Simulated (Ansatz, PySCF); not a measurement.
Isomers of C2H7BO: 1 is CB(C)O, 2 is CBOC; one conformer of each (the lowest of an xTB search), B3LYP-D3(BJ)/def2-TZVP minima.
Isomer 1 (charge 0, multiplicity 1):
```xyz
11

C      1.442    -0.323    -0.226
B      0.077     0.308     0.231
C     -1.312    -0.281    -0.232
O      0.145     1.399     1.051
H      2.300     0.313    -0.004
H      1.444    -0.561    -1.293
H      1.593    -1.277     0.292
H     -1.331    -1.371    -0.158
H     -2.174     0.112     0.313
H     -1.466    -0.053    -1.293
H     -0.718     1.733     1.318
```
Isomer 2 (charge 0, multiplicity 1):
```xyz
11

C      1.407     0.197     0.313
B      0.545    -0.607    -0.724
O     -0.806    -0.603    -0.789
C     -1.632     0.152     0.093
H      1.953    -0.512     0.947
H      2.180     0.769    -0.209
H      0.859     0.877     0.967
H      1.073    -1.304    -1.542
H     -1.466    -0.136     1.132
H     -2.667    -0.056    -0.173
H     -1.446     1.223    -0.014
```

No zero-point or thermal terms.

Rows in 3-21G, STO-3G carry no dispersion term and start afresh at each structure.

Run with Ansatz (an electronic-structure program) with Gaussian orbitals; PySCF for 3-21G rows, STO-3G rows, the dispersion terms. 

Problem. One of these levels gives 22.74 kcal/mol for the electronic energy of isomer 2 less that of isomer 1. Name it.
A. BLYP-D4/def2-TZVPP
B. B97M-V/def2-TZVPP
C. B3LYP/3-21G
D. HF/STO-3G

Solution. A, BLYP-D4/def2-TZVPP. The others give 10.89 (HF/STO-3G), 25.94 (B97M-V/def2-TZVPP), 19.29 (B3LYP/3-21G)
